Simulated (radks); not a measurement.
Effect of the nuclear size on the terbium ion Tb36+, [Ar] 3d10 4s1. Calculated with a radial shooting solver on a logarithmic mesh with Libxc functionals: Dirac Kohn-Sham, LDA (Slater exchange, Perdew-Wang correlation), spin-unpolarised, spherical densities, finite nucleus; Fermi nuclear charge, rms radius 5.06 fm. The rms radius is varied about that value; shifts are against it.

| rms radius (fm) | total energy shift (eV) | density at nucleus (e/bohr^3) | 1s1/2 shift (meV) | 2s1/2 shift (meV) | 3s1/2 shift (meV) | 3p1/2 shift (meV) | 4s1/2 shift (meV) | 4p1/2 (empty) shift (meV) | 5s1/2 (empty) shift (meV) |
|---|---|---|---|---|---|---|---|---|---|
| 4.1188 | -7.62 | 7.21e+05 | -3140 | -410 | -90.6 | 1.15 | -29.6 | 0.408 | -13.2 |
| 4.8677 | -1.65 | 6.9e+05 | -681 | -88.8 | -19.6 | 0.248 | -6.40 | 0.088 | -2.87 |
| 5.06 | 0 | 6.83e+05 | 0.000 | 0.000 | 0.000 | 0.000 | 0.000 | 0.000 | 0.000 |
| 5.5306 | 4.24 | 6.672e+05 | 1750 | 228 | 50.4 | -0.634 | 16.4 | -0.225 | 7.36 |
| 5.8696 | 7.46 | 6.569e+05 | 3080 | 401 | 88.7 | -1.11 | 28.9 | -0.396 | 13.0 |

Slopes of the eigenvalues against <r^2> in GHz/fm^2, as finite differences over the two radii next to the reference (eigenvalue slopes, not the field-shift constants of lines): 1s1/2 85200, 2s1/2 11100, 3s1/2 2450, 3p1/2 -30.9, 4s1/2 801, 4p1/2 (empty) -11.0, 5s1/2 (empty) 359.
